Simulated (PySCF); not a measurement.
O3W (SMILES [O]=[W](=[O])=[O]), singlet, at a GFN2-xTB geometry (such geometries of metal compounds can be far from the true shape) (core potentials on W); M062X/def2-SVP (PySCF).

Here is a job for PySCF.
```python
from pyscf import gto, scf, dft

mol = gto.Mole()
mol.atom = '''
    W     0.000000   -0.000000    0.000000
    O     1.553260   -0.324377   -0.692671
    O    -0.502382   -0.837652    1.429539
    O    -1.050878    1.162029   -0.736868
'''
mol.basis = 'def2-svp'
mol.ecp = {'W': 'def2-svp'}
mol.charge = 0
mol.spin = 0
mol.verbose = 4
mol.build()

mf = dft.RKS(mol)
mf.xc = 'm062x'
mf.kernel()
```

Output, abridged:

```
PySCF version 2.14.0

[INPUT] verbose = 4
[INPUT] num. atoms = 4
[INPUT] num. electrons = 38
[INPUT] charge = 0
[INPUT] spin (= nelec alpha-beta = 2S) = 0
[INPUT] symmetry False subgroup None
[INPUT] Mole.unit = angstrom
[INPUT] Symbol           X                Y                Z      unit          X                Y                Z       unit  Magmom
[INPUT]  1 W      0.000000000000   0.000000000000   0.000000000000 AA    0.000000000000   0.000000000000   0.000000000000 Bohr   0.0
[INPUT]  2 O      1.553260000000  -0.324377000000  -0.692671000000 AA    2.935236000242  -0.612983691108  -1.308958484429 Bohr   0.0
[INPUT]  3 O     -0.502382000000  -0.837652000000   1.429539000000 AA   -0.949364389911  -1.582932867694   2.701437194385 Bohr   0.0
[INPUT]  4 O     -1.050878000000   1.162029000000  -0.736868000000 AA   -1.985871610331   2.195916558802  -1.392478709956 Bohr   0.0

nuclear repulsion = 136.576216295317
number of shells = 30
number of NR pGTOs = 129
number of NR cGTOs = 74
basis = def2-svp
ecp = {'W': 'def2-svp'}

******** <class 'pyscf.dft.rks.RKS'> ********
method = RKS
initial guess = minao
damping factor = 0
level_shift factor = 0
DIIS = <class 'pyscf.scf.diis.CDIIS'>
diis_start_cycle = 1
diis_space = 8
diis_damp = 0
SCF conv_tol = 1e-09
SCF conv_tol_grad = None
SCF max_cycles = 50
direct_scf = True
direct_scf_tol = 1e-13
XC library pyscf.dft.libxc version 7.1.2
    S. Lehtola, C. Steigemann, M. J. T. Oliveira, and M. A. L. Marques,  SoftwareX 7, 1–5 (2018)
XC functionals = m062x
    Y. Zhao and D. G. Truhlar,  Theor. Chem. Acc. 120, 215 (2008)
    Y. Zhao and D. G. Truhlar,  Theor. Chem. Acc. 120, 215 (2008)
radial grids:
    Treutler-Ahlrichs [JCP 102, 346 (1995); DOI:10.1063/1.469408] (M4) radial grids

becke partition: Becke, JCP 88, 2547 (1988); DOI:10.1063/1.454033
pruning grids: <function nwchem_prune>
grids dens level: 3
symmetrized grids: False
atomic radii adjust function: <function treutler_atomic_radii_adjust>
small_rho_cutoff = 0
Set gradient conv threshold to 3.16228e-05
Initial guess from minao.
tot grids = 66560
init E= -279.731122517883
  HOMO = -0.636302786523483  LUMO = -0.362999719171885  gap/eV = 7.43696
cycle= 1 E= -291.778345103014  delta_E=  -12  |g|= 1.73  |ddm|= 7.29
  HOMO = -0.231085979084646  LUMO = -0.230073285651403  gap/eV = 0.02756
cycle= 2 E= -287.352469229727  delta_E= 4.43  |g|= 4.65  |ddm|=  5.6
  HOMO = -0.350378900256747  LUMO = -0.182760171296675  gap/eV = 4.56114
cycle= 3 E= -292.352237266731  delta_E=   -5  |g|= 0.364  |ddm|=    5
  HOMO = -0.410788804949664  LUMO = -0.223015086629108  gap/eV = 5.10958
cycle= 4 E= -292.383877845622  delta_E= -0.0316  |g|= 0.117  |ddm|= 0.424
  HOMO = -0.394804892341472  LUMO = -0.196071220494343  gap/eV = 5.40782
cycle= 5 E= -292.385215023782  delta_E= -0.00134  |g|= 0.0946  |ddm|= 0.147
  HOMO = -0.395343943992305  LUMO = -0.191929459545779  gap/eV = 5.53519
cycle= 6 E= -292.38697804176  delta_E= -0.00176  |g|= 0.0204  |ddm|= 0.0731
  HOMO = -0.396780532626594  LUMO = -0.191008183239656  gap/eV = 5.59935
cycle= 7 E= -292.387079671404  delta_E= -0.000102  |g|= 0.00818  |ddm|= 0.0244
  HOMO = -0.397191460344589  LUMO = -0.190456377713613  gap/eV = 5.62555
cycle= 8 E= -292.387096145936  delta_E= -1.65e-05  |g|= 0.00121  |ddm|= 0.0108
  HOMO = -0.397241858331997  LUMO = -0.190352580684483  gap/eV = 5.62974
cycle= 9 E= -292.387096354077  delta_E= -2.08e-07  |g|= 0.000946  |ddm|= 0.00187
  HOMO = -0.397245398538203  LUMO = -0.190345419443876  gap/eV = 5.63004
cycle= 10 E= -292.387096533621  delta_E= -1.8e-07  |g|= 7.29e-05  |ddm|= 0.000641
  HOMO = -0.397246780477894  LUMO = -0.190347093801037  gap/eV = 5.63003
cycle= 11 E= -292.387096535173  delta_E= -1.55e-09  |g|= 1.2e-05  |ddm|= 9.72e-05
  HOMO = -0.397246954890213  LUMO = -0.190348680736065  gap/eV = 5.62999
cycle= 12 E= -292.387096535318  delta_E= -1.45e-10  |g|= 5.38e-06  |ddm|= 4.02e-05
  HOMO = -0.397246745643285  LUMO = -0.190348148388921  gap/eV = 5.63000
Extra cycle  E= -292.387096535356  delta_E= -3.83e-11  |g|= 4.95e-06  |ddm|= 2.14e-05
converged SCF energy = -292.387096535356
```
